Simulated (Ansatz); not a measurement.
CH6NOSi, SMILES `C[N][SiH2]O` radical. Charge 0, multiplicity 2.

Z-matrix (Å, degrees):
```
C
N 1 1.418
H 1 1.100 2 114.2
H 1 1.103 2 108.8 3 -117.7
H 1 1.094 2 111.7 3 124.7
Si 2 1.733 1 123.5 3 42.0
O 6 1.638 2 109.9 1 -163.2
H 6 1.486 2 113.5 1 -45.3
H 6 1.492 2 105.6 1 75.7
H 7 0.959 6 116.7 2 -42.1
```

Task: List the harmonic frequencies (cm⁻¹, unscaled) at PBE0-D4/def2-TZVP in Ansatz. (An estimate is asked.)

Result: The calculation gave: 59, 78, 142, 210, 336, 557, 682, 716, 831, 912, 924, 957, 958, 1104, 1214, 1382, 1441, 1499, 2183, 2222, 2958, 3009, 3075, 3917.

Task: Is this a minimum?

Result: Yes, all 24 modes are real.

Task: Give the ideal-gas thermochemistry at 298.15 K and 1 bar (rigid rotor, harmonic oscillator; point group C1, symmetry number 1).

Result: Zero-point energy 187.6 kJ/mol; H(298) − E = 207.8 kJ/mol; entropy 342.2 J/(mol·K), of which translation 162.9, rotation 104.7, vibration 68.8, electronic 5.8; G(298) − E = 105.8 kJ/mol. Modes under 100 cm⁻¹ are hindered rotations or soft bends, so the harmonic entropy is rough.

Task: Rotational constants (cm⁻¹)?

Result: 0.6608, 0.1038, 0.09512.
